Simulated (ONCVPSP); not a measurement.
PBEsol ONCV dataset for Mo, scalar-relativistic all-electron reference.

ONCVPSP 4.0.1 input, shortened (lines: element, Z, core and valence counts, functional; n l f; lmax; l rc ep ncon nbas qcut; lloc lpopt rc5 dvloc0; l nproj debl; icmod fcfact rcfact), PBEsol, scalar-relativistic:

```
  Mo 42.00    6    4  -116133      upf
    1    0    2.00
    2    0    2.00
    2    1    6.00
    3    0    2.00
    3    1    6.00
    3    2   10.00
    4    0    2.00
    4    1    6.00
    4    2    5.00
    5    0    1.00
    2
    0    1.80    0.00    4    9    6.90
    1    1.45    0.00    4    7   11.20
    2    1.45    0.00    4    9   12.60
    2    5    1.45    0.00
    0    2    0.80
    1    2    4.00
    2    0    1.50
    3    4.00    1.50
```

Problem. Estimate the cutoffs (Ha) at which the residual kinetic energy of the hardest occupied pseudo-wave falls to 1 and 0.1 mHa per electron.

Solution. 34 Ha and 42 Ha.

Problem. What does a ghost test show?

Solution. No bound ghost flagged; GHOST(+) flagged for s at 199.6 eV.

Problem. Which valence shell sets the plane-wave cutoff?

Solution. 4p: 34 Ha for 1 mHa per electron, against 24 Ha for 4d.

Problem. Tests: 4s2 4p6 4d5 5s0; 4s2 4p6 4d4 5s0; 4s2 4p6 4d3 5s0; 4s2 4p6 4d4 5s1. Which has the largest error in its energy relative to the reference configuration, and how large is it?

Solution. 4s2 4p6 4d3 5s0, with +3.7 meV (all-electron minus pseudo) on +49.09 eV.
